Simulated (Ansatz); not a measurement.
One change: `[F][Ge]([F])([F])[F]` becomes `[F][Sn]([F])([F])[F]`.

Ansatz, PBE0-D4/def2-TZVP geometries, multiplicity 1. 

Elements past krypton have def2 core potentials. Scalar relativity is left out up to krypton.

| property | `[F][Ge]([F])([F])[F]` |
| --- | --- |
| zero-point energy (PBE0-D4/def2-TZVP) / kJ/mol | 25.9 |
| LUMO energy (ωB97M-V/def2-TZVPP) / eV | 0.46 |
| size of the dipole moment (ωB97M-V/def2-TZVPP) / D | 0.00 |
| HOMO energy (PBE/def2-TZVPP) / eV | -10.48 |
| HOMO–LUMO gap (PBE/def2-TZVPP) / eV | 7.60 |
| size of the dipole moment (B3LYP/def2-TZVPP) / D | 0.00 |

Task: Give the same properties after the change, and the shifts. (An estimate is asked.)

Result: Computed: 
| property | `[F][Sn]([F])([F])[F]` | shift |
| --- | --- | --- |
| zero-point energy (PBE0-D4/def2-TZVP) / kJ/mol | 21.3 | -4.6 |
| LUMO energy (ωB97M-V/def2-TZVPP) / eV | -1.41 | -1.87 |
| size of the dipole moment (ωB97M-V/def2-TZVPP) / D | 0.00 | 0.00 |
| HOMO energy (PBE/def2-TZVPP) / eV | -10.25 | 0.23 |
| HOMO–LUMO gap (PBE/def2-TZVPP) / eV | 5.65 | -1.95 |
| size of the dipole moment (B3LYP/def2-TZVPP) / D | 0.00 | 0.00 |

With PBE0 the HOMO rises by 0.26 eV and the LUMO falls by 1.88 eV, so the gap narrows by about 2.14 eV. PBE moves the HOMO by 0.23 eV and ωB97M-V by 0.25 eV.

B3LYP here is the variant with VWN-RPA as its local correlation; programs differ in this.
